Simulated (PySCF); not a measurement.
Positional isomers: propene boryl. Isolated molecules, 0 K electronic values unless said otherwise. One relaxed conformer stands for each flexible species; it need not be the lowest. Strings in code marks are SMILES.

The S1–T1 gap (TDA) from two functionals at the same geometries (PBE0-D4/def2-TZVP), both in PySCF: PBE-D3(BJ)/def2-TZVP and B3LYP-D3(BJ)/def2-TZVP. B3LYP has the VWN-RPA correlation part, as in Gaussian. Excitations are Tamm–Dancoff values on a coarser integration grid. The basis has no diffuse functions, so Rydberg states are missing or too high.

```csv
species,PBE-D3(BJ)/def2-TZVP (eV),B3LYP-D3(BJ)/def2-TZVP (eV)
`BC(=C)C`,1.52,1.85
`B/C=C/C`,1.31,1.80
`C(/C)=C/B`,1.24,1.68
`C(=C)CB`,0.21,0.24
```

Over these rows, drawn at random from the members with no instability flagged (it was tested for open shells, ions and some series alone), PBE minus B3LYP-D3(BJ): mean -0.32 eV, from -0.48 eV to -0.04 eV.
